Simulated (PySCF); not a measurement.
# Computed properties of BeCl₂, SMILES [Cl][Be][Cl]

BeCl2, SMILES [Cl][Be][Cl]. Geometry: B3LYP-D3(BJ)/def2-TZVP. The isomer is the one that the SMILES or the coordinates give; other isomers of the formula were not compared. One conformer was computed; it need not be the lowest. All values are computed for the isolated molecule unless a solvent is named; none is compared with measurement here.

**Structure.** The optimised structure has D∞h symmetry. All 4 harmonic modes at B3LYP-D3(BJ)/def2-TZVP (PySCF) are real, so it is a minimum. With heavy atoms numbered as in [Be:1]([Cl:2])[Cl:3], the shortest bond between them is Be1–Cl2 at 1.804 Å and the longest Be1–Cl3 at 1.804 Å.

**Vibrations.** The strongest infrared lines (harmonic, unscaled, degenerate partners summed) lie at 1125 cm⁻¹ (449 km/mol, Be 89 %, Cl 11 %), 239 cm⁻¹ (84 km/mol, Be 89 %, Cl 11 %). The softest mode is at 239 cm⁻¹ and the zero-point energy is 2.9 kcal/mol.

**Electronic structure.** r2SCAN/def2-TZVPD (PySCF) places the frontier levels at -8.55 and -0.66 eV, a gap of 7.89 eV, and gives a dipole moment of 0.00 D and a mean polarisability of 42.1 bohr³. PBE/def2-TZVPD (PySCF) at the same geometry gives -8.21 and -1.27 eV, so its gap is 0.95 eV narrower. An orbital gap is neither the optical nor the fundamental gap.

**Excitations.** TDA-CAM-B3LYP/def2-TZVPD (PySCF) has S1 at 7.74 eV (160 nm, f = 0.000, dark); the most intense of the 10 singlets computed lies at 8.40 eV (f = 0.36). Strengths of degenerate partners are summed. T1 (TDA) is at 7.39 eV, 0.35 eV under S1. TDA-PBE/def2-TZVPD (PySCF) puts S1 at 7.00 eV. No vertical singlet excitation falls in the visible range (under 3.1 eV).
